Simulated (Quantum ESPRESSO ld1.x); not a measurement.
The numbers below are computed, except where a source is named.
Question: The aim is the rubidium ion Rb3+ in [Ar] 3d10 4s2 4p4. This ld1.x (Quantum ESPRESSO 7.5) run was made with `OMP_NUM_THREADS=1 ld1.x < ld1.in > ld1.out`. Can the result be used? Name any fault.

```
 &input
    zed=37.0,
    iswitch=1,
    rel=1,
    dft='PZ',
    config='[Ar] 3d10 4s2 4p',
    verbosity='high',
    prefix='ld1',
    max_out_wfc=37,
    file_charge='ld1.rho',
 /
```

Output (excerpt):

```
     Program LD1 v.7.5 starts

 %%%%%%%%%%%%%%%%%%%%%%%%%%%%%%%%%%%%%%%%%%%%%%%%%%%%%%%%%%%%%%%%%%%%%%%%%%%%%%
     Error in routine el_config (8):
     no occupancy field?
 %%%%%%%%%%%%%%%%%%%%%%%%%%%%%%%%%%%%%%%%%%%%%%%%%%%%%%%%%%%%%%%%%%%%%%%%%%%%%%

     stopping ...
```

Answer: No (refused). The line at issue: config='[Ar] 3d10 4s2 4p'. The program stops in el_config with "no occupancy field?": each term needs its occupation. The sound input gives -2974.9851 hartree.
